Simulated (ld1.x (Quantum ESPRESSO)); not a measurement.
## Before and after: TM semilocal potential for fluorine (F)

- Element: fluorine (F)
- Generator: ld1.x (Quantum ESPRESSO) 7.5
- Type: norm-conserving Troullier–Martins (semilocal form)
- Functional: LDA (PZ)
- Relativity: non-relativistic
- Frozen core: [He]
- Valence charge: 7
- Reference configuration: 2s2 2p5
- Partial waves: 2s (bound): rc 0.65 bohr; 3d channel at 0.05 Ry: rc 1.45 bohr; 2p (bound): rc 1.85 bohr
- Local potential: the p channel
- Core correction: a·sin(br)/r model core, default radius (core density twice the valence density)

All-electron outer shells of the reference configuration (LDA (PZ), non-relativistic, ld1.x):

```json
{"shell": "2s", "level (eV)": "-29.57", "outermost node (bohr)": "0.24", "outermost maximum (bohr)": "0.77"}
{"shell": "2p", "level (eV)": "-11.30", "outermost node (bohr)": "–", "outermost maximum (bohr)": "0.71"}
```

Change: core correction a·sin(br)/r model core inside 0.76 bohr.

Cutoffs: the cutoffs (Ry, on a coarse ladder) from which the occupation-weighted sum of valence levels, in a spherical-Bessel basis at the reference potential, stays within 10 and 1 mRy of its value at 400 Ry; they do not see the model core or the augmentation charge, which bear on the density cutoff. Errors are all-electron minus pseudo energies relative to the spin-unpolarised reference configuration.

Q: Predict the effect on cutoff, ghosts and configuration errors.

A: The potential gets neither clearly harder nor softer (110 Ry and 260 Ry → 110 Ry and 260 Ry); of the 9 tests that both files solve, the error grows in 1 and shrinks in 2 by more than 15 % and 0.3 meV (median size 16.9 → 17.3 meV); neither file shows a bound ghost. The default core radius of the base comes out at 0.28 bohr. A semilocal file is local in each channel, so a ghost entry of none says nothing of the separable form that plane-wave codes build from it. A wider model core is smoother and lowers the density cutoff, which this test does not measure.

```tsv
quantity	base	changed
cutoff, loose	110 Ry	110 Ry
cutoff, tight	260 Ry	260 Ry
bound ghosts	none	none
error for 2s2 2p4, meV [ΔE 19.57 eV]	+17	+17
error for 2s2 2p3, meV [ΔE 58.09 eV]	+404	+408
error for 2s2 2p2, meV [ΔE 118.83 eV]	+1964	+1981
error for 2s2 2p4.5, meV [ΔE 7.64 eV]	-2.7	-2.7
error for 2s1 2p5, meV [ΔE 38.13 eV]	-242	-237
error for 2s1 2p6, meV [ΔE 18.30 eV]	+4.2	+7.1
error for 2s2 2p5.3, meV [ΔE -2.73 eV]	-3.1	-3.1
error for 2s2 2p5 (spin-polarised), meV [ΔE -0.38 eV]	-12	-2.9
error for 2s2 2p4 (spin-polarised), meV [ΔE 17.73 eV]	-65	-19
s: phases at 2.01 bohr within 0.05 rad from the reference energy up to (Ry; the scan ends near 5)	to the end of the scan	to the end of the scan
p: phases at 2.01 bohr within 0.05 rad from the reference energy up to (Ry; the scan ends near 5)	0.8	0.8
d: phases at 2.01 bohr within 0.05 rad from the reference energy up to (Ry; the scan ends near 5)	to the end of the scan	to the end of the scan
```
